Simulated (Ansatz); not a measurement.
Reaction (ligand exchange at the Si–O bond): `[NH2][Al]([SH])[O][SiH3]` + `NC(O)O` → `NC(O)O[SiH3]` + `[NH2][Al]([OH])[SH]`

Gas-phase electronic energies from Ansatz, PBE0-D4/def2-TZVP geometries. CCSD(T)/CBS is the MP2 limit (def2-TZVPP, def2-QZVPP) plus CCSD(T) − MP2 in def2-TZVPP, frozen cores. Functionals use def2-TZVPP. B3LYP here is the variant with VWN-RPA as its local correlation; programs differ in this. One conformer a species, not always the lowest.

| level | ΔE (eV) |
| --- | --- |
| r2SCAN-D4 | 0.31 |
| B3LYP-D4 | 0.31 |
| ωB97X-V | 0.30 |
| ωB97M-V | 0.29 |
| CCSD/def2-TZVPP | 0.33 |
| CCSD(T)/def2-TZVPP | 0.32 |
| HF/def2-QZVPP | 0.39 |
| SCS-MP2/def2-QZVPP | 0.32 |

**Question.** What does CCSD(T)/CBS give? (An estimate is asked.)

**Answer.** Computed: +0.31 eV. The listed levels differ from it by 0.00, 0.00, -0.01, -0.02, 0.02, 0.01, 0.08, 0.01 eV.

Largest T1 diagnostic among the species: 0.011.

In def2-TZVPP, CCSD(T) changes the Hartree–Fock value by −0.07 eV (the triples alone add −0.01 eV) and MP2 by −0.08 eV.
